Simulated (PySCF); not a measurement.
A species of formula C6H7FSi has this rotational fingerprint, computed with PBE0/def2-SVPD in PySCF (dipole) on a GFN2-xTB geometry, gas phase:

```
Rotational constants : A = 4142, B = 1102, C = 879.4 MHz
Dipole components    : |μa| = 1.25 D, |μb| = 0.57 D, |μc| = 0.00 D
Inertial defect      : -6.04 u·Å²
κ                    : -0.86
```

Question: Which candidate fits, each taken in the one conformer that was computed?
A. `[CH2:1]=[CH:2][C:3]1=[CH:4][CH:5]=[C:6]([F:7])[SiH2:8]1` with C1–C2–C3–C4 180°
B. `FC1=C[SiH2]C=CC=C1`

Answer: A. It is C=CC1=CC=C(F)[SiH2]1, an asymmetric top, point group Cs. The candidates at the same level (rigid rotor, commonest isotopes):

```
              SMILES  A (MHz)  B (MHz)  C (MHz)  μa (D)  μb (D)  μc (D)  Δ (u·Å²)  point group           rotor
C=CC1=CC=C(F)[SiH2]1     4142     1102    879.4    1.25    0.57    0.00     -6.04           Cs  asymmetric top
  FC1=C[SiH2]C=CC=C1     2533     1562     1034    1.48    1.00    0.09    -34.55           C1  asymmetric top
```

`FC1=C[SiH2]C=CC=C1` has B 42 % too high. In the right answer the mirror of this Cs structure is the ab plane, so μc vanishes by symmetry. No structure here is proved a minimum.
